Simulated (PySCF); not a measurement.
Si(H)2(NH2)2 (H6N2Si), SMILES N[SiH2]N.

Geometry optimised at PBE0-D3(BJ)/def2-TZVP. Other conformers were not sampled.

These are B3LYP/def2-TZVPD run with PySCF values and carry that method's errors.

Symmetry labels are those of the subgroup C2 that the program uses (full group C2).

Computed valence orbital energies around the gap with their symmetry:
```csv
orbital,symmetry,energy (eV)
HOMO−7,A,-14.57
HOMO−6,A,-13.45
HOMO−5,B,-13.39
HOMO−4,B,-11.24
HOMO−3,A,-10.34
HOMO−2,B,-9.18
HOMO−1,A,-7.30
HOMO,B,-7.03
LUMO,A,0.01
LUMO+1,B,0.27
LUMO+2,A,0.86
LUMO+3,A,1.51
```
